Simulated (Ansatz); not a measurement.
`[OH][Al-]([OH])([OH])[SH2+]`. Total charge 0; spin multiplicity 1.

```xyz
10

O     1.6399    0.8836    0.4599
Al    0.2916   -0.1677    0.4674
O     0.5330   -1.8564    0.3652
O    -1.1415    0.3967    1.2150
S    -0.3785    0.1738   -1.9468
H     2.5307    0.5404    0.4220
H    -0.0163   -2.4603    0.8611
H    -1.1337    1.2019    1.7292
H    -1.6597   -0.1911   -1.7674
H    -0.6655    1.4789   -1.8057
```

Q: Give the diagnostics of a CCSD(T)/def2-TZVPP run (frozen core, the Gaussian-basis code of Ansatz). (Best estimate.)

A: Computed: T1 = 0.0118, largest single amplitude 0.017, largest double 0.039, (T) share of the correlation energy 3.4 %, 9 CCSD cycles. The RHF solution is stable towards an unrestricted one. T1 lies under the customary mark of 0.02 for closed shells.
